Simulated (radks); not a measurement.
Species: Mo2+. Configuration: [Kr] 4d3.5 5s0.5 (fractional occupations, a model configuration).

Calculated with a radial shooting solver on a logarithmic mesh with Libxc functionals: non-relativistic Kohn-Sham, PBEsol, spin-polarised, spherical densities, point nucleus; open shells are filled with parallel spins first (spin-orbit coupling, left out, can overturn this in heavy ions); relativity is left out, which matters for an element this heavy.

Energy parts (hartree):
| part | energy |
|---|---|
| total | -3974.08744 |
| kinetic | 3972.05623 |
| electron-nucleus | -9435.95036 |
| Hartree | 1608.40477 |
| exchange-correlation | -118.59808 |

Orbitals (lengths in bohr, moments of r in powers of bohr; r(max) is where P^2 peaks):
\begin{tabular}{lrrrr}
orbital & occ. & eigenvalue (hartree) & r(max) & <r> \\ \hline
1s up & 1 & -710.5134 & 0.02402 & 0.03632 \\
1s down & 1 & -710.5132 & 0.02402 & 0.03632 \\
2s up & 1 & -99.32817 & 0.1342 & 0.1588 \\
2s down & 1 & -99.31147 & 0.1342 & 0.1588 \\
2p up & 3 & -91.56316 & 0.1056 & 0.1361 \\
2p down & 3 & -91.55081 & 0.1056 & 0.1361 \\
3s up & 1 & -17.46593 & 0.3948 & 0.4411 \\
3s down & 1 & -17.45639 & 0.3949 & 0.4410 \\
3p up & 3 & -14.48333 & 0.3821 & 0.4360 \\
3p down & 3 & -14.47249 & 0.3822 & 0.4359 \\
3d up & 5 & -9.01564 & 0.3223 & 0.4146 \\
3d down & 5 & -8.99969 & 0.3224 & 0.4144 \\
4s up & 1 & -3.01601 & 1.013 & 1.131 \\
4s down & 1 & -2.92752 & 1.009 & 1.124 \\
4p up & 3 & -2.16426 & 1.079 & 1.235 \\
4p down & 3 & -2.06906 & 1.073 & 1.227 \\
4d up & 3.5 & -0.87347 & 1.328 & 1.666 \\
4d down & 0 & -0.76748 & 1.313 & 1.669 \\
5s up & 0.5 & -0.68436 & 2.607 & 2.901 \\
5p up & 0 & -0.50098 & 3.030 & 3.410 \\
\end{tabular}

The highest occupied level is 5s up at -18.622 eV. The configuration is held as typed, so some empty levels lie below it. The electron density at the nucleus is 5.162e+04 e/bohr^3.
